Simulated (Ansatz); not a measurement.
Cost and result up the ladder for cis-PtH2(PF3)2 (P2PtH2F6) (11 atoms). Charge 0, multiplicity 1. Geometry: PBE-D4/def2-SVP.

Cartesian coordinates in Å:
```
F -1.403 -2.714 -0.439
F -0.008 -2.136 1.464
F 1.022 -2.855 -0.614
F 0.190 1.114 2.330
F -1.004 2.752 0.993
F 1.422 2.601 0.858
P -0.105 -1.838 -0.109
P 0.139 1.647 0.818
Pt -0.046 0.258 -0.958
H -0.036 1.560 -1.913
H -0.171 -0.390 -2.432
```

Ansatz on 4 threads of Intel Xeon Platinum 8488C on a shared host. Times are rough, and most runs start from the orbitals of an earlier one. PBE0-D4/def2-TZVP serves as the yardstick here, not as an exact answer. Differences are given only for rows in sets of like size (and for xTB, whose basis is part of the method), since another set adds its own error. Binding counts from free atoms at the same level (F doublet, P quartet, Pt triplet, H doublet; other spins of the atoms weren't run), without zero-point energy or a counterpoise term.

In the def2 sets Pt takes a core potential; there is no spin–orbit coupling. LC-ωPBE has ω = 0.4 bohr⁻¹. Correlated methods freeze 16 core orbitals; core or outer-core shells of Pt are correlated, in sets that lack core-valence functions. No other spin state of charge 0 was run.

Correlated methods converge slowly with the basis.

| level | functions | wall time |
| --- | --- | --- |
| PBE-D4/def2-SVP | 162 | 1.2 s |
| LDA (SPW92)/def2-TZVP | 312 | 1.6 s |
| PBE0-D4/def2-SVP | 162 | 2.1 s |
| PBE-D4/def2-TZVP (with forces) | 312 | 3.3 s |
| LC-ωPBE/def2-TZVP | 312 | 3.9 s |
| r2SCAN-D4/def2-TZVP | 312 | 4.7 s |
| HF/def2-TZVP | 312 | 4.7 s |
| PBE0-D4/def2-TZVP | 312 | 6 s |
| MP2/def2-TZVP | 312 | 7.5 s |

(1) Estimate what each level gives for the binding energy per atom (eV).

Results:

(1) 
```
                         level  binding energy per atom (eV)  difference from PBE0-D4/def2-TZVP (eV)
               PBE-D4/def2-SVP                          3.83                                       –
         LDA (SPW92)/def2-TZVP                          4.63                                    0.90
              PBE0-D4/def2-SVP                          3.58                                       –
PBE-D4/def2-TZVP (with forces)                          3.94                                    0.21
             LC-ωPBE/def2-TZVP                          3.75                                    0.02
           r2SCAN-D4/def2-TZVP                          3.83                                    0.10
                  HF/def2-TZVP                          2.34                                   -1.38
             PBE0-D4/def2-TZVP                          3.73                                    0.00
                 MP2/def2-TZVP                          3.88                                    0.15
```
